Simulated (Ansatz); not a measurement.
CH₄FGaO, singlet, geometry from GFN2-xTB (such geometries of metal compounds can be far from the true shape), atoms displaced at random by about 0.03 Å a coordinate; R2SCAN/6-31G, gradient in Ansatz (an electronic-structure program).

Here is a job for Ansatz.
Ansatz 0.2 input:
```yaml
crystal:
  periodic: [false, false, false]
  atoms:
    - {symbol: Ga, position_ang: [0.03479443, 0.01630626, 0.02988576]}
    - {symbol: F, position_ang: [-1.36515735, -1.08207089, 0.12024074]}
    - {symbol: C, position_ang: [0.00219937, 1.59863235, -1.14279255]}
    - {symbol: H, position_ang: [0.68303991, 1.54561378, -1.94714116]}
    - {symbol: H, position_ang: [0.34554738, 2.48776947, -0.51026752]}
    - {symbol: H, position_ang: [-1.03223850, 1.79725900, -1.46930304]}
    - {symbol: O, position_ang: [1.33960846, -0.48306078, 1.03240682]}
    - {symbol: H, position_ang: [1.28731370, -1.32976672, 1.53508059]}
basis:
  gaussian:
    orbitals: 6-31G
hamiltonian:
  xc: r2scan
output: {forces: true}
```

What the program printed (banner, timings and long lists left out):

```
Functional definition: r2SCAN
664 factors; integrals over basis functions are off by at most 2.9e-4 eV
mean field evaluation 1: about -58220.8146 eV, gradient 7.9e1 eV
mean field evaluation 2: about -58185.6236 eV, gradient 1.5e2 eV
mean field evaluation 4: about -58232.5504 eV, gradient 8.9e0 eV
mean field evaluation 8: about -58232.6800 eV, gradient 3.8e-1 eV
mean field -58232.68020738 eV, -2140.0115260930 hartree, gradient 7.5e-5 eV, S^2 0.000000; 0 other end points of the search recorded, 0 dependent functions left out
the calculation of the forces begins
reference -58232.68022568 eV, -2140.0115267654 hartree; 29, 29 occupied and 35, 35 virtual orbitals, 664 factors
Total energy: -58232.68022568 eV, -2140.0115267654 hartree
Atom 0 at     0.034794     0.016306     0.029886 Å, force    -1.251302     0.979553    -1.550316 eV/Å
Atom 1 at    -1.365157    -1.082071     0.120241 Å, force     0.010228    -0.000918     0.028989 eV/Å
Atom 2 at     0.002199     1.598632    -1.142793 Å, force    -0.613372     0.971451     2.475510 eV/Å
Atom 3 at     0.683040     1.545614    -1.947141 Å, force     0.748113    -0.308883    -1.239692 eV/Å
Atom 4 at     0.345547     2.487769    -0.510268 Å, force    -0.499726    -0.997887    -0.663817 eV/Å
Atom 5 at    -1.032239     1.797259    -1.469303 Å, force     0.381917    -0.092548    -0.067042 eV/Å
Atom 6 at     1.339608    -0.483061     1.032407 Å, force     1.002388    -1.143906     1.221074 eV/Å
Atom 7 at     1.287314    -1.329767     1.535081 Å, force     0.221753     0.593137    -0.204706 eV/Å
Dipole moment:     0.153288     0.221405    -0.091819 e Å
```
